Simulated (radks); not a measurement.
Results of a calculation; reference values are marked as such.
Neutral technetium: order these configurations by energy. Level of theory: scalar-relativistic Kohn-Sham, LDA (Slater exchange, Perdew-Wang correlation), spin-polarised, spherical densities, finite nucleus; Fermi nuclear charge, rms radius of each element as measured or else 0.836 A^(1/3) + 0.57 fm (a radial shooting solver on a logarithmic mesh with Libxc functionals). Open shells are filled with parallel spins first. [Kr] 4d4 5s2 5p1; [Kr] 4d5 5s1 5p1; [Kr] 4d5 5s2; [Kr] 4d6 5p1; [Kr] 4d6 5s1; [Kr] 4d7.

Answer. From the lowest, in eV above it: [Kr] 4d6 5s1 0.000; [Kr] 4d5 5s2 0.001; [Kr] 4d7 1.955; [Kr] 4d5 5s1 5p1 2.289; [Kr] 4d6 5p1 3.634; [Kr] 4d4 5s2 5p1 7.349.
